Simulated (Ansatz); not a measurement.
C3H11NO3Zr can be A, `C[O][Zr]([NH2])([O]C)[O]C`, or B, `CC(C)[NH][Zr]([OH])([OH])[OH]`.

Isolated molecules relaxed with PBE0-D4/def2-TZVP in Ansatz; ΔE leaves out vibrations. CCSD(T)/CBS is the MP2 limit (def2-TZVPP, def2-QZVPP) plus CCSD(T) − MP2 in def2-TZVPP, frozen cores. Functionals use def2-TZVPP. Elements past krypton have def2 core potentials. For Zr outer-core shells are correlated without core-valence functions, which leaves a few kJ/mol of doubt a bond. One conformer a species, not always the lowest.

Which isomer does CCSD(T)/CBS put lower? Give the gap. (An estimate is asked.)

The calculation gave: B, by 131.7 kJ/mol.

Give E(B) − E(A) in kJ/mol with BLYP-D4, MP2/def2-TZVPP, CCSD(T)/def2-TZVPP, CCSD/def2-TZVPP, HF/def2-TZVPP, B2PLYP, PBE0-D4. (Best estimate.)

The calculation gave: BLYP-D4 -100.1, MP2/def2-TZVPP -136.5, CCSD(T)/def2-TZVPP -122.2, CCSD/def2-TZVPP -119.5, HF/def2-TZVPP -84.7, B2PLYP -106.5, PBE0-D4 -119.3. None reverses the order clearly.

Largest T1 diagnostic: 0.016.

The D4 term adds −13.2 kJ/mol with B3LYP and −6.9 kJ/mol with PBE0; it sums over pairs of atoms, weighted by their polarisabilities, and B3LYP, whose exchange is more repulsive, gets the larger term. From r2SCAN to r2SCAN0 (25 % exact exchange), in def2-TZVPP and without D4, E(B) − E(A) moves by −4.3 kJ/mol.

B3LYP here is the variant with VWN-RPA as its local correlation; programs differ in this.
